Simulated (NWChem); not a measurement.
## Which level was it?

InSiH4F: 7 atoms, total charge 0, spin state singlet. As SMILES, `F[SiH2][InH2]`. Geometry: a GFN2-xTB relaxation, a rough one for these elements and not checked as a minimum.

```tsv
atom	x (Å)	y (Å)	z (Å)
F	-2.1219	-0.1127	-0.0859
Si	-0.7143	-0.2643	-0.8823
In	1.0332	0.3391	0.9413
H	-0.7542	-1.6679	-1.3148
H	-0.8937	0.6482	-2.0187
H	0.8042	1.4441	2.3053
H	2.6466	-0.3864	1.0551
```

Orbital energies are those of the mean-field step.

A calculation with NWChem 7.3.0 gave:

- total energy: -6103.5959 Eh
- HOMO energy: -10.10 eV
- LUMO energy: 0.18 eV
- HOMO–LUMO gap: 10.28 eV

Problem. Which of these levels gave the numbers?
A. MP2/STO-3G
B. CCSD/3-21G
C. CAM-B3LYP/STO-3G
D. HF/def2-SVP (core potential)

Solution. B. The others give -6071.8836 Eh (CAM-B3LYP/STO-3G), -579.7508 Eh (HF/def2-SVP (core potential)), -6068.9192 Eh (MP2/STO-3G).
